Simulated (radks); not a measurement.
The numbers below are computed, except where a source is named.
Ionisation of the molybdenum ion Mo3+, [Kr] 4d3, to [Kr] 4d2 as the strength of local exchange is varied. Code: a radial shooting solver on a logarithmic mesh with Libxc functionals. Model: scalar-relativistic Kohn-Sham, Slater X-alpha exchange (alpha = 2/3 is LDA exchange), no correlation, spin-unpolarised, spherical densities, point nucleus.

| alpha | E(Mo3+) (hartree) | exchange (hartree) | IE (eV) | -e of the level emptied (eV) | <r> of it (bohr) |
|---|---|---|---|---|---|
| 0.553 | -4019.34017 | -94.50483 | 36.050 | 29.658 (4d) | 1.671 |
| 0.667 | -4038.89764 | -114.50276 | 38.159 | 31.616 (4d) | 1.624 |
| 0.793 | -4060.61658 | -136.81022 | 40.584 | 33.879 (4d) | 1.576 |
| 0.899 | -4078.97157 | -155.74283 | 42.698 | 35.863 (4d) | 1.539 |
| 1.03 | -4101.76088 | -179.34994 | 45.405 | 38.413 (4d) | 1.496 |

NIST Atomic Spectra Database: 40.3 eV (semi-empirical). The Delta-SCF value meets it near alpha = 0.78. Spin polarisation and multiplet splitting are left out, so open shells lie too high by an amount that depends on their filling.

Beside tabulated values, note that spin-unpolarised runs miss the spin-polarisation part of the exchange energy of open shells.
